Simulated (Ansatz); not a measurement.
C3H12OSi2, SMILES C[SiH](C)C[SiH2]O.

Geometry: B3LYP-D3(BJ)/def2-SVP. This is a generated structure with no PubChem entry under its InChIKey; it may be hypothetical. One conformer was computed; it need not be the lowest.

Two levels are set side by side: PBE/def2-SVPD (Ansatz, a first-principles code) and PBE0/def2-SVPD (Ansatz). Energy differences of separate SCF runs at the same geometry; the states with an electron removed or added have multiplicity 2 and 2. Differences are taken from unrounded values.

```
quantity                           PBE0
---------------------------------  ----
vertical ionisation energy (eV)    9.84
vertical singlet–triplet gap (eV)  6.59
```

Question: What does PBE give, and how far is it from PBE0? (An estimate is asked for; the answer gives what the named calculation found.)

Answer: 
```
quantity                            PBE  PBE minus PBE0
---------------------------------  ----  --------------
vertical ionisation energy (eV)    9.33           -0.51
vertical singlet–triplet gap (eV)  6.00           -0.59
```
